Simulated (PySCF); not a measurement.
**Electronic structure of Xe+ (xenon, charge +1) at the UHF level**

Configuration: [Kr] 4d10 5s2 5p5, 2P determinant. Calculation: PySCF 2.14, in def2-SVP with the def2 core potential (28 electrons) (6s5p3d2f, 50 functions); a scalar-relativistic core potential.

```json
{
  "Total energy": "-327.877043 hartree",
  "One-electron energy": "-562.2295 hartree",
  "Hartree (Coulomb) energy": "256.7418 hartree",
  "Exchange energy": "-22.3893 hartree",
  "⟨S²⟩": "0.7590",
  "⟨L²⟩": "2.037",
  "Sum of ⟨r⟩": "29.62 bohr",
  "Sum of ⟨r²⟩": "49.21 bohr²",
  "Traceless quadrupole moment −½Σ⟨3z² − r²⟩ along its main axis": "2.12 e·bohr²",
  "Time after the integrals": "0.21 s of wall time on 1 thread of Neoverse-V1 (shared host)"
}
```

| shell | electrons | mean orbital energy (hartree) | spread (hartree) | rms radius, mean of both spins (bohr) |
| --- | --- | --- | --- | --- |
| 4s α | 1 | -8.77530 | 0 | 0.767 |
| 4s β | 1 | -8.76535 | 0 | 0.767 |
| 4p α | 3 | -6.50824 | 0.02729 | 0.820 |
| 4p β | 3 | -6.49826 | 0.00276 | 0.820 |
| 4d α | 5 | -3.03719 | 0.02868 | 0.934 |
| 4d β | 5 | -3.02971 | 0.01482 | 0.934 |
| 5s α | 1 | -1.38543 | 0 | 1.98 |
| 5s β | 1 | -1.28535 | 0 | 1.98 |
| 5p α | 3 | -0.80848 | 0.06641 | 2.34 |
| 5p β | 2 | -0.76687 | 0 | 2.34 |

Energies and moments cover only the electrons outside the core potential.
